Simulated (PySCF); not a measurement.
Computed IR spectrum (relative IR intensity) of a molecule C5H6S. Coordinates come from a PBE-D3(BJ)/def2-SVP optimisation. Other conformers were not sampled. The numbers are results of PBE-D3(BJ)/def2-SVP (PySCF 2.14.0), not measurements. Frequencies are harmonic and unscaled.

| ν (cm⁻¹) | relative intensity |
|---|---|
| 229 | 5.5 |
| 592 | 18 |
| 653 | 4.5 |
| 740 | 100 |
| 823 | 8.0 |
| 855 | 21 |
| 925 | 3.4 |
| 966 | 16 |
| 1006 | 6.2 |
| 1050 | 7.4 |
| 1135 | 4.2 |
| 1202 | 3.5 |
| 1381 | 11 |
| 1403 | 11 |
| 1411 | 3.5 |
| 1446 | 12 |
| 1557 | 7.2 |
| 2967 | 46 |
| 3038 | 17 |
| 3076 | 15 |
| 3138 | 5.0 |

Question: Which molecule gave these data?
A) Cc1ccsc1
B) C1=CSC=CC1
C) C#CC1CSC1
D) C#C[C@H]1CCS1

Answer: A, Cc1ccsc1
